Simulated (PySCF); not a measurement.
Isomers of C2H7F3GeSi, one conformer each. Method: core-valence-separated Tamm–Dancoff BHandHLYP/aug-pcX-1 (pcseg-1 on H, def2-SVPD on Ge, def2-SVPD on Si) in PySCF, non-relativistic, gas phase, PBE0-D3(BJ)/def2-SVP geometry. Absolute energies from this functional tend to lie a few eV below measured edges; no shift was applied.

P. `FC(F)(F)[CH2][GeH2][SiH3]`
Q. `FC(F)(F)[SiH2][CH2][GeH3]`

Main lines, eV (oscillator strength):
1. C K: 285.7 (0.023), 286.1 (0.029), 286.5 (0.033), 287.3 (0.004), 287.7 (0.003); F K: 687.2 (0.064), 687.7 (0.019), 687.9 (0.019), 687.9 (0.022), 688.6 (0.010)
2. C K: 285.7 (0.033), 286.0 (0.031), 286.3 (0.024), 286.5 (0.020), 287.2 (0.006); F K: 686.7 (0.052), 686.8 (0.023), 687.8 (0.029), 687.9 (0.007), 687.9 (0.006)
Listed: the first five lines at most of each edge with a tenth or more of its strongest line's intensity; roots within 0.03 eV on the same or equivalent atoms are summed. Only the lowest roots were sought, and the top ones are left out.

Task: Which spectrum belongs to which isomer?

Result: 1 = P, 2 = Q.
- P: first C line listed at 285.7 eV, hole on the sp3 carbon bound to germanium; first F line listed at 687.2 eV, hole on the fluorine of a CF3 group.
- Q: first C line listed at 285.7 eV, hole on the sp3 carbon bound to silicon; first F line listed at 686.7 eV, hole on the fluorine of a CF3 group.

Task: What are the ground-state energies of the isomers at BHandHLYP/aug-pcX-1 (pcseg-1 on H, def2-SVPD on Ge, def2-SVPD on Si), relative to the lowest?

Result: P 0.0, Q 37.8 kJ/mol (electronic energies on these geometries, no dispersion or zero-point terms).
